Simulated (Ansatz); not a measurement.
Ansatz (a first-principles code) input (HF/3-21G): The .json file is the Basis Set Exchange's 3-21G.

Ansatz 0.2 input:
```yaml
crystal:
  periodic: [false, false, false]
  atoms:
    - {symbol: C, position_ang: [-1.62250106, -0.39396822, 0.48665868]}
    - {symbol: N, position_ang: [-0.53043402, 0.63696836, 0.14880771]}
    - {symbol: Si, position_ang: [1.14353465, -0.13423461, -0.33745949]}
    - {symbol: H, position_ang: [-1.28037840, -0.98936893, 1.31808716]}
    - {symbol: H, position_ang: [-1.78471077, -1.01221729, -0.38183389]}
    - {symbol: H, position_ang: [-2.52702213, 0.13186539, 0.74794423]}
    - {symbol: H, position_ang: [-0.87012768, 1.22886751, -0.60666051]}
    - {symbol: H, position_ang: [-0.40758125, 1.24982280, 0.95241536]}
    - {symbol: H, position_ang: [2.00022537, 1.02788409, -0.60724224]}
    - {symbol: H, position_ang: [0.80223361, -0.94220908, -1.51587810]}
    - {symbol: H, position_ang: [1.50592058, -0.91032912, 0.85599487]}
basis:
  gaussian:
    orbitals: 3-21G.json
hamiltonian:
  xc: {name: HF}
total_charge: 1
phonons: {temperatures: {t_min: 298.15, t_max: 298.15, t_step: 100}}
```

Output:

```
Functional definition: HF
integrals: 0.01 GiB planned
602 factors; integrals over basis functions are off by at most 5.5e-4 eV
mean field: 0.08 GiB planned
mean field evaluation 1: about -10437.4205 eV, gradient 2.8e1 eV
mean field evaluation 2: about -10437.4174 eV, gradient 2.8e1 eV
mean field evaluation 4: about -10439.1791 eV, gradient 2.2e0 eV
mean field evaluation 8: about -10439.1917 eV, gradient 6.0e-3 eV
mean field -10439.19169604 eV, -383.6332188913 hartree, gradient 1.3e-5 eV, S^2 0.000000; 0 other end points of the search recorded, 0 dependent functions left out
the calculation of the forces begins
reference -10439.19169604 eV, -383.6332188913 hartree; 17, 17 occupied and 30, 30 virtual orbitals, 602 factors
these checks for a lower state are left out or cut short: stability, starts, cluster_reference, orbital_swaps, neighbouring_geometries, increment
integrals: 0.01 GiB planned
602 factors; integrals over basis functions are off by at most 5.5e-4 eV
mean field: 0.08 GiB planned
mean field evaluation 16: about -10439.1915 eV, gradient 4.3e-5 eV
mean field -10439.19153128 eV, -383.6332128363 hartree, gradient 2.3e-6 eV, S^2 0.000000; 0 other end points of the search recorded, 0 dependent functions left out
the calculation of the forces begins
reference -10439.19153128 eV, -383.6332128363 hartree; 17, 17 occupied and 30, 30 virtual orbitals, 602 factors
these checks for a lower state are left out or cut short: stability, starts, cluster_reference, orbital_swaps, neighbouring_geometries, increment
integrals: 0.01 GiB planned
602 factors; integrals over basis functions are off by at most 5.5e-4 eV
mean field: 0.08 GiB planned
mean field -10439.19152854 eV, -383.6332127357 hartree, gradient 2.3e-6 eV, S^2 0.000000; 0 other end points of the search recorded, 0 dependent functions left out
the calculation of the forces begins
reference -10439.19152854 eV, -383.6332127357 hartree; 17, 17 occupied and 30, 30 virtual orbitals, 602 factors
these checks for a lower state are left out or cut short: stability, starts, cluster_reference, orbital_swaps, neighbouring_geometries, increment
integrals: 0.01 GiB planned
602 factors; integrals over basis functions are off by at most 5.5e-4 eV
mean field: 0.08 GiB planned
mean field evaluation 32: about -10439.1915 eV, gradient 4.3e-5 eV
mean field -10439.19150071 eV, -383.6332117129 hartree, gradient 2.3e-6 eV, S^2 0.000000; 0 other end points of the search recorded, 0 dependent functions left out
the calculation of the forces begins
reference -10439.19150071 eV, -383.6332117129 hartree; 17, 17 occupied and 30, 30 virtual orbitals, 602 factors
these checks for a lower state are left out or cut short: stability, starts, cluster_reference, orbital_swaps, neighbouring_geometries, increment
integrals: 0.01 GiB planned
602 factors; integrals over basis functions are off by at most 5.5e-4 eV
mean field: 0.08 GiB planned
mean field -10439.19150246 eV, -383.6332117774 hartree, gradient 2.3e-6 eV, S^2 0.000000; 0 other end points of the search recorded, 0 dependent functions left out
the calculation of the forces begins
reference -10439.19150246 eV, -383.6332117774 hartree; 17, 17 occupied and 30, 30 virtual orbitals, 602 factors
these checks for a lower state are left out or cut short: stability, starts, cluster_reference, orbital_swaps, neighbouring_geometries, increment
integrals: 0.01 GiB planned
602 factors; integrals over basis functions are off by at most 5.5e-4 eV
mean field: 0.08 GiB planned
mean field -10439.19156791 eV, -383.6332141826 hartree, gradient 2.3e-6 eV, S^2 0.000000; 0 other end points of the search recorded, 0 dependent functions left out
the calculation of the forces begins
reference -10439.19156791 eV, -383.6332141826 hartree; 17, 17 occupied and 30, 30 virtual orbitals, 602 factors
these checks for a lower state are left out or cut short: stability, starts, cluster_reference, orbital_swaps, neighbouring_geometries, increment
integrals: 0.01 GiB planned
602 factors; integrals over basis functions are off by at most 5.5e-4 eV
mean field: 0.08 GiB planned
mean field -10439.19156886 eV, -383.6332142173 hartree, gradient 2.3e-6 eV, S^2 0.000000; 0 other end points of the search recorded, 0 dependent functions left out
the calculation of the forces begins
reference -10439.19156886 eV, -383.6332142173 hartree; 17, 17 occupied and 30, 30 virtual orbitals, 602 factors
these checks for a lower state are left out or cut short: stability, starts, cluster_reference, orbital_swaps, neighbouring_geometries, increment
integrals: 0.01 GiB planned
602 factors; integrals over basis functions are off by at most 5.5e-4 eV
mean field: 0.08 GiB planned
mean field evaluation 64: about -10439.1915 eV, gradient 2.3e-6 eV
[...]
these checks for a lower state are left out or cut short: stability, starts, cluster_reference, orbital_swaps, neighbouring_geometries, increment
integrals: 0.01 GiB planned
602 factors; integrals over basis functions are off by at most 5.5e-4 eV
mean field: 0.08 GiB planned
mean field -10439.19160891 eV, -383.6332156892 hartree, gradient 2.3e-6 eV, S^2 0.000000; 0 other end points of the search recorded, 0 dependent functions left out
the calculation of the forces begins
reference -10439.19160891 eV, -383.6332156892 hartree; 17, 17 occupied and 30, 30 virtual orbitals, 602 factors
these checks for a lower state are left out or cut short: stability, starts, cluster_reference, orbital_swaps, neighbouring_geometries, increment
integrals: 0.01 GiB planned
602 factors; integrals over basis functions are off by at most 5.5e-4 eV
mean field: 0.08 GiB planned
mean field -10439.19160709 eV, -383.6332156222 hartree, gradient 2.3e-6 eV, S^2 0.000000; 0 other end points of the search recorded, 0 dependent functions left out
the calculation of the forces begins
reference -10439.19160709 eV, -383.6332156222 hartree; 17, 17 occupied and 30, 30 virtual orbitals, 602 factors
these checks for a lower state are left out or cut short: stability, starts, cluster_reference, orbital_swaps, neighbouring_geometries, increment
integrals: 0.01 GiB planned
602 factors; integrals over basis functions are off by at most 5.5e-4 eV
mean field: 0.08 GiB planned
mean field -10439.19166868 eV, -383.6332178858 hartree, gradient 2.3e-6 eV, S^2 0.000000; 0 other end points of the search recorded, 0 dependent functions left out
the calculation of the forces begins
reference -10439.19166868 eV, -383.6332178858 hartree; 17, 17 occupied and 30, 30 virtual orbitals, 602 factors
these checks for a lower state are left out or cut short: stability, starts, cluster_reference, orbital_swaps, neighbouring_geometries, increment
integrals: 0.01 GiB planned
602 factors; integrals over basis functions are off by at most 5.5e-4 eV
mean field: 0.08 GiB planned
mean field evaluation 224: about -10439.1941 eV, gradient 1.5e-5 eV
mean field -10439.19166663 eV, -383.6332178103 hartree, gradient 2.3e-6 eV, S^2 0.000000; 0 other end points of the search recorded, 0 dependent functions left out
the calculation of the forces begins
reference -10439.19166663 eV, -383.6332178103 hartree; 17, 17 occupied and 30, 30 virtual orbitals, 602 factors
these checks for a lower state are left out or cut short: stability, starts, cluster_reference, orbital_swaps, neighbouring_geometries, increment
integrals: 0.01 GiB planned
602 factors; integrals over basis functions are off by at most 5.5e-4 eV
mean field: 0.08 GiB planned
mean field -10439.19167141 eV, -383.6332179861 hartree, gradient 1.3e-6 eV, S^2 0.000000; 0 other end points of the search recorded, 0 dependent functions left out
the calculation of the forces begins
reference -10439.19167141 eV, -383.6332179861 hartree; 17, 17 occupied and 30, 30 virtual orbitals, 602 factors
these checks for a lower state are left out or cut short: stability, starts, cluster_reference, orbital_swaps, neighbouring_geometries, increment
integrals: 0.01 GiB planned
602 factors; integrals over basis functions are off by at most 5.5e-4 eV
mean field: 0.08 GiB planned
mean field -10439.19167092 eV, -383.6332179682 hartree, gradient 2.3e-6 eV, S^2 0.000000; 0 other end points of the search recorded, 0 dependent functions left out
the calculation of the forces begins
reference -10439.19167092 eV, -383.6332179682 hartree; 17, 17 occupied and 30, 30 virtual orbitals, 602 factors
these checks for a lower state are left out or cut short: stability, starts, cluster_reference, orbital_swaps, neighbouring_geometries, increment
integrals: 0.01 GiB planned
602 factors; integrals over basis functions are off by at most 5.5e-4 eV
mean field: 0.08 GiB planned
mean field -10439.19168550 eV, -383.6332185040 hartree, gradient 8.4e-7 eV, S^2 0.000000; 0 other end points of the search recorded, 0 dependent functions left out
the calculation of the forces begins
reference -10439.19168550 eV, -383.6332185040 hartree; 17, 17 occupied and 30, 30 virtual orbitals, 602 factors
these checks for a lower state are left out or cut short: stability, starts, cluster_reference, orbital_swaps, neighbouring_geometries, increment
integrals: 0.01 GiB planned
602 factors; integrals over basis functions are off by at most 5.5e-4 eV
mean field: 0.08 GiB planned
mean field -10439.19168546 eV, -383.6332185025 hartree, gradient 1.0e-6 eV, S^2 0.000000; 0 other end points of the search recorded, 0 dependent functions left out
the calculation of the forces begins
reference -10439.19168546 eV, -383.6332185025 hartree; 17, 17 occupied and 30, 30 virtual orbitals, 602 factors
these checks for a lower state are left out or cut short: stability, starts, cluster_reference, orbital_swaps, neighbouring_geometries, increment
integrals: 0.01 GiB planned
602 factors; integrals over basis functions are off by at most 5.5e-4 eV
mean field: 0.08 GiB planned
mean field evaluation 256: about -10439.1941 eV, gradient 7.6e-2 eV
mean field -10439.19167144 eV, -383.6332179872 hartree, gradient 2.3e-6 eV, S^2 0.000000; 0 other end points of the search recorded, 0 dependent functions left out
the calculation of the forces begins
reference -10439.19167144 eV, -383.6332179872 hartree; 17, 17 occupied and 30, 30 virtual orbitals, 602 factors
these checks for a lower state are left out or cut short: stability, starts, cluster_reference, orbital_swaps, neighbouring_geometries, increment
integrals: 0.01 GiB planned
602 factors; integrals over basis functions are off by at most 5.5e-4 eV
mean field: 0.08 GiB planned
mean field -10439.19167231 eV, -383.6332180192 hartree, gradient 2.3e-6 eV, S^2 0.000000; 0 other end points of the search recorded, 0 dependent functions left out
the calculation of the forces begins
reference -10439.19167231 eV, -383.6332180192 hartree; 17, 17 occupied and 30, 30 virtual orbitals, 602 factors
these checks for a lower state are left out or cut short: stability, starts, cluster_reference, orbital_swaps, neighbouring_geometries, increment
integrals: 0.01 GiB planned
602 factors; integrals over basis functions are off by at most 5.5e-4 eV
mean field: 0.08 GiB planned
mean field -10439.19165199 eV, -383.6332172726 hartree, gradient 2.3e-6 eV, S^2 0.000000; 0 other end points of the search recorded, 0 dependent functions left out
the calculation of the forces begins
reference -10439.19165199 eV, -383.6332172726 hartree; 17, 17 occupied and 30, 30 virtual orbitals, 602 factors
these checks for a lower state are left out or cut short: stability, starts, cluster_reference, orbital_swaps, neighbouring_geometries, increment
integrals: 0.01 GiB planned
602 factors; integrals over basis functions are off by at most 5.5e-4 eV
mean field: 0.08 GiB planned
mean field -10439.19165302 eV, -383.6332173103 hartree, gradient 2.3e-6 eV, S^2 0.000000; 0 other end points of the search recorded, 0 dependent functions left out
the calculation of the forces begins
reference -10439.19165302 eV, -383.6332173103 hartree; 17, 17 occupied and 30, 30 virtual orbitals, 602 factors
Total energy: -10439.19169604 eV, -383.6332188913 hartree
Atom 0 at    -1.622501    -0.393968     0.486659 Å, force     0.000413     0.000147    -0.000125 eV/Å
Atom 1 at    -0.530434     0.636968     0.148808 Å, force    -0.000152    -0.000337     0.000050 eV/Å
Atom 2 at     1.143535    -0.134235    -0.337459 Å, force    -0.000397     0.000358     0.000113 eV/Å
Atom 3 at    -1.280378    -0.989369     1.318087 Å, force    -0.000118     0.000051    -0.000139 eV/Å
Atom 4 at    -1.784711    -1.012217    -0.381834 Å, force    -0.000023     0.000055     0.000179 eV/Å
Atom 5 at    -2.527022     0.131865     0.747944 Å, force     0.000237    -0.000190    -0.000068 eV/Å
Atom 6 at    -0.870128     1.228868    -0.606661 Å, force    -0.000102     0.000204     0.000456 eV/Å
Atom 7 at    -0.407581     1.249823     0.952415 Å, force    -0.000336     0.000194    -0.000332 eV/Å
Atom 8 at     2.000225     1.027884    -0.607242 Å, force     0.000385    -0.000145    -0.000112 eV/Å
Atom 9 at     0.802234    -0.942209    -1.515878 Å, force     0.000001    -0.000171    -0.000165 eV/Å
Atom 10 at     1.505921    -0.910329     0.855995 Å, force     0.000092    -0.000167     0.000142 eV/Å
Dipole moment:    -0.307037     0.315255     0.086854 e Å
Vibrations: 118.26 220.20 277.04 621.64 626.74 723.75 908.56 946.96 992.90 994.67 1002.94 1171.41 1229.30 1444.37 1488.98 1614.40 1659.53 1668.46 1825.03 2369.29 2393.35 2396.23 3245.40 3344.04 3345.88 3561.92 3614.21 cm⁻¹, zero-point energy 2.715592 eV
```

The blocks after the first are displaced geometries, from whose forces the wavenumbers follow.

The dipole moment of an ion depends on the origin.
